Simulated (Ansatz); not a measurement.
Eu(NH2)3 (EuN₃H₆). Total charge 0; septet. Geometry r2SCAN-D4/def2-SVP.

Cartesian coordinates in Å:
```
Eu 0.0050 -0.0082 0.0026
N 1.7754 0.6346 -1.2638
H 1.7703 0.9604 -2.2348
H 2.7646 0.6710 -1.0010
N -0.0254 0.4432 2.2268
H -0.4240 -0.1223 2.9820
H 0.3525 1.2627 2.7111
N -1.7467 -1.0824 -0.9612
H -1.7314 -1.7510 -1.7368
H -2.7404 -1.0079 -0.7249
```

In the def2 sets Eu takes a core potential; there is no spin–orbit coupling. With an open 4f shell the SCF may have ended on a state above the lowest. At PBE-D4/def2-TZVP, revPBE-D4/def2-TZVP, BLYP-D4/def2-TZVP, PBE0-D4/def2-SVP the charge 0 septet is spin-contaminated (final ⟨S²⟩ up to 12.42, 12.00 for a pure state).

Question: Estimate the α-spin orbital energies around the gap (eV) in Ansatz with PBE-D4/def2-TZVP, revPBE-D4/def2-TZVP, BLYP-D4/def2-TZVP, PBE0-D4/def2-SVP, ωB97X-V/def2-TZVP.

Answer: 
```tsv
orbital	PBE-D4/def2-TZVP	revPBE-D4/def2-TZVP	BLYP-D4/def2-TZVP	PBE0-D4/def2-SVP	ωB97X-V/def2-TZVP
HOMO−5	-4.87	-4.82	-4.88	-8.54	-11.69
HOMO−4	-4.86	-4.81	-4.88	-8.10	-11.11
HOMO−3	-4.86	-4.81	-4.82	-8.10	-11.11
HOMO−2	-4.73	-4.67	-4.70	-5.83	-8.67
HOMO−1	-4.50	-4.43	-4.45	-5.55	-8.52
HOMO	-4.50	-4.43	-4.45	-5.55	-8.52
LUMO	-4.11	-4.03	-3.99	-3.27	-1.55
LUMO+1	-1.67	-1.59	-1.71	-0.93	0.32
LUMO+2	0.06	0.07	0.06	0.61	1.61
LUMO+3	0.06	0.07	0.06	0.76	1.86
LUMO+4	0.17	0.11	0.19	0.76	1.86
LUMO+5	0.24	0.28	0.20	1.24	2.35
β HOMO	-4.96	-4.90	-4.83	-5.98	-8.63
β LUMO	-1.48	-1.41	-1.54	-0.78	0.40
```
